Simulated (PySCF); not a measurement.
An equivalent PySCF input for Mn⁺ (manganese, charge +1), [Ar] 3d5 4s1, high-spin 7S determinant, with the non-relativistic Hamiltonian (point nucleus):

```python
from pyscf import gto, scf, dft, mp, cc
import basis_set_exchange as bse
mol = gto.M(atom="Mn 0 0 0", charge=1, spin=6, symmetry="D2h",
            basis=gto.basis.parse(bse.get_basis("aug-cc-pwCVTZ", elements=["Mn"], fmt="nwchem")))
mf = dft.UKS(mol, xc="HYB_MGGA_XC_R2SCAN0")
mf.irrep_nelec = {'Ag': (6, 3), 'B1g': (1, 0), 'B2g': (1, 0), 'B3g': (1, 0), 'B1u': (2, 2), 'B2u': (2, 2), 'B3u': (2, 2)}
mf.kernel()
```

It reaches the same state as the run whose output follows, with an energy that differs only through the grid. The run itself started from symmetry-adapted Hartree-Fock orbitals and held the occupation by maximum overlap, on a logarithmic radial grid, so the iterations belong to that start.

```
SCF conv_tol = 1e-09
number electrons alpha = 15  beta = 9
XC functionals = HYB_MGGA_XC_R2SCAN0
    M. Bursch, H. Neugebauer, S. Ehlert, and S. Grimme.,  J. Chem. Phys. 156, 134105 (2022)
cycle= 1 E= -1150.70630137443  delta_E= -0.00659  |g|= 0.0241  |ddm|= 0.479
cycle= 2 E= -1150.70642687096  delta_E= -0.000125  |g|= 0.0222  |ddm|= 0.173
cycle= 3 E= -1150.70651545766  delta_E= -8.86e-05  |g|= 0.00312  |ddm|= 0.0382
cycle= 4 E= -1150.70651873333  delta_E= -3.28e-06  |g|= 0.000815  |ddm|= 0.0203
cycle= 5 E= -1150.7065189151  delta_E= -1.82e-07  |g|= 2.22e-05  |ddm|= 0.00469
cycle= 6 E= -1150.70651891538  delta_E= -2.81e-10  |g|= 2.71e-06  |ddm|= 0.000159
converged SCF energy = -1150.70651891538  <S^2> = 12.000274  2S+1 = 7.0000782
```
